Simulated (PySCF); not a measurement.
**How methods differ on the ionisation energy of Pd**

Pd [Kr] 4d10 (1S) → Pd+ [Kr] 4d9 (2D), as a difference of total energies. Calculation: PySCF 2.14, in def2-TZVP with the def2 core potential (28 electrons); scalar relativity through the core potential. Correlated levels: valence: 4s2 4p6 frozen. The calculations carry no spin-orbit coupling.

| method | ionisation energy (eV) | error (eV) |
| --- | --- | --- |
| UHF | 6.281 | -2.231 |
| TPSS | 8.385 | -0.127 |
| r2SCAN | 8.399 | -0.113 |
| MP2 (valence) | 7.982 | -0.530 |
| SCS-MP2 (valence) | 7.805 | -0.707 |

Reference: 8.512 eV (measured; NIST levels, between the centres of gravity of the two terms).

Errors of the correlated levels include the incompleteness of this basis and the frozen core.
